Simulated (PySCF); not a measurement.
Does the drawn structure hold up?

C3H5AlCl3N. Drawn bonds (atoms numbered from 1): C1–C2, C2≡N3, N3–Al4, Al4–C5, C5–Cl6, C5–Cl7, C5–Cl8, C1–H9, C1–H10, C1–H11, Al4–H12, Al4–H13.

Geometry after optimisation with GFN2-xTB (Å):

```
atom  x, y, z in Å
C1     2.489    1.012    0.778
C2     1.319    0.698    0.037
N3     0.382    0.432   -0.570
Al4   -1.513    0.192   -1.102
C5    -1.681   -1.308    0.339
Cl6   -1.932   -2.042    1.906
Cl7   -0.683   -2.398   -0.666
Cl8   -3.282   -1.230   -0.530
H9     2.340    0.724    1.819
H10    2.683    2.084    0.723
H11    3.340    0.467    0.369
H12   -1.398   -0.137   -2.605
H13   -2.071    1.507   -0.516
```

Here a drawn bond counts as lost beyond 1.3 times the sum of covalent radii plus 0.1 Å; another pair counts as a new contact within 1.08 times that sum, or 1.2 times among H, C, N, O, F, S and Cl. Covalent radii used (Å): Al 1.21, C 0.73, Cl 1.02, H 0.31, N 0.71.

**Question.** Which drawn bonds no longer describe this geometry, and which new contacts appear?

**Answer.** No drawn bond is lost. New contacts: Al4–Cl8 (2.34 Å; radii sum 2.23 Å). The tight-binding optimisation can itself be at fault, so a check at a higher level is due before the drawing is dismissed.

**Question.** How long is each drawn bond in this geometry?

**Answer.** 
| drawn bond | length (Å) | over radii sum |
| --- | --- | --- |
| C1–C2 | 1.421 | 0.97 |
| C2–N3 | 1.147 | 0.80 |
| N3–Al4 | 1.983 | 1.03 |
| Al4–C5 | 2.087 | 1.08 |
| C5–Cl6 | 1.749 | 1.00 |
| C5–Cl7 | 1.787 | 1.02 |
| C5–Cl8 | 1.824 | 1.04 |
| C1–H9 | 1.090 | 1.05 |
| C1–H10 | 1.090 | 1.05 |
| C1–H11 | 1.090 | 1.05 |
| Al4–H12 | 1.543 | 1.02 |
| Al4–H13 | 1.544 | 1.02 |

All values are computed, not measured.
